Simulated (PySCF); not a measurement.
Input for PySCF: R-BP86/6-31G* on GeH2S (SMILES [SH][GeH]), a point of a torsion scan.

```python
from pyscf import gto, scf, dft, mp
from pyscf.data.elements import chemcore

mol = gto.M(
    atom='''
    S    -1.12842651    0.57262179    0.38958453
    Ge    1.03833931    0.55508687   -0.25040457
    H    -1.44069938   -0.46418717   -0.37788052
    H     0.69197516    0.78243929   -1.85366071
    ''',
    basis='6-31g*',
    cart=True,
    charge=0, spin=0, verbose=3, max_memory=1800)
mf = dft.RKS(mol, xc='b88,p86')
mf.conv_tol = 1e-8
mf.max_cycle = 100
mf.kernel()
if not mf.converged:
    mf = mf.newton().run(mf.mo_coeff, mf.mo_occ)
```

The log:

```
converged SCF energy = -2476.39412212593
```

Self-consistency was reached.

Cost: very roughly 5 core-seconds.
